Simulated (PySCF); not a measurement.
## Working out the ionisation energy of Fe

Fe [Ar] 3d6 4s2 (5D) → Fe⁺ [Ar] 3d6 4s1 (6D). Computed with PySCF 2.14 in 6-31G* (5s4p2d1f, 34 functions), with the non-relativistic Hamiltonian (point nucleus). Frozen: [Ar]. Energies in hartree (1 hartree = 27.21139 eV):

```tsv
part	Fe (lower)	Fe⁺ (upper)
UHF	-1262.266501	-1262.036298
MP2 opposite-spin	-0.055811	-0.031595
MP2 same-spin	-0.046456	-0.045579
```

Question: What does Hartree-Fock give?

Answer: (-1262.036298) − (-1262.266501) = 0.230203 hartree = 6.264 eV.

Question: What do MP2 and SCS-MP2 (6/5 opposite-spin, 1/3 same-spin) give?

Answer: The opposite-spin parts differ by 0.659 eV and the same-spin parts by 0.024 eV. MP2: 6.264 + (0.659) + (0.024) = 6.947 eV. SCS-MP2: 6.264 + 1.2 × (0.659) + (0.024)/3 = 7.063 eV.

Measured between the centres of the two terms (NIST): 7.904 eV, so MP2 (valence) is off by -0.957 eV.

The calculation is non-relativistic.

What remains against the reference includes basis incompleteness, the frozen core and correlation beyond second order.
